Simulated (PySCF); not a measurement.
Molecule: SMILES CCc1ccccc1, C8H10.

Atom-mapped SMILES (the numbers label the heavy atoms): `[CH3:1][CH2:2][c:3]1[cH:4][cH:5][cH:6][cH:7][cH:8]1`; H(Xn) means a hydrogen on atom n.

Geometry PBE0-D3(BJ)/def2-SVP throughout; GIAO in PySCF, gas phase, one conformer, non-relativistic; equivalent atoms averaged; functional PBE0.

Question: How do the absolute shieldings σ depend on the basis set? (a selection of nuclei; ppm; last column core-seconds on shared hosts with different chips, so compare them loosely)

Answer: 
```tsv
basis set	functions	C3	C4/C8	C5/C7	C6	C2	C1	H(C5)/H(C7)	H(C4)/H(C8)	H(C2)	core-s
STO-3G	50	118.0	122.7	124.1	125.0	202.6	213.2	25.59	25.75	30.43	12
pcSseg-0	92	42.2	54.4	54.8	57.2	159.5	171.1	25.64	25.70	30.23	9.7
6-31G	92	59.9	74.5	74.7	77.3	167.2	178.8	25.27	25.34	30.00	24
6-31G*	132	57.5	71.4	71.6	74.2	162.7	174.1	24.74	24.83	29.41	32
cc-pVDZ	162	52.0	68.7	68.3	71.2	162.8	175.6	24.04	24.12	28.85	22
def2-SVP	162	51.4	66.8	67.1	69.9	162.1	173.9	24.17	24.23	28.95	19
pcSseg-1	186	33.9	50.4	50.3	53.1	150.9	163.1	23.85	23.97	28.80	26
aug-cc-pVDZ	274	49.6	68.1	67.8	70.6	161.2	174.8	23.84	23.95	28.74	52
6-311+G(2d,p)	276	36.7	54.4	54.2	57.2	153.1	166.3	23.99	24.08	28.92	75
def2-TZVP	308	34.6	53.1	53.0	56.0	152.6	165.7	23.96	24.07	28.86	65
```

Question: Which nucleus among those listed moves most, in ppm?

Answer: C3 (substituted aromatic carbon): from 33.9 ppm with pcSseg-1 to 118.0 ppm with STO-3G. The smallest spread is 1.69 ppm, at H(C2). Proton shifts span only some 12 ppm, so a few tenths of a ppm matter as much there as several ppm in carbon.

Question: Taking the largest basis, def2-TZVP (308 functions), as the yardstick, rank the others by their worst heavy-atom deviation.

Answer: 6-311+G(2d,p) 2.1 ppm (276 functions), pcSseg-1 2.9 ppm (186 functions), pcSseg-0 7.5 ppm (92 functions), aug-cc-pVDZ 15.0 ppm (274 functions), def2-SVP 16.8 ppm (162 functions), cc-pVDZ 17.4 ppm (162 functions), 6-31G* 22.9 ppm (132 functions), 6-31G 25.3 ppm (92 functions), STO-3G 83.4 ppm (50 functions).

A small basis that lands close on one nucleus may do so by chance; judge by the trend and by all nuclei.
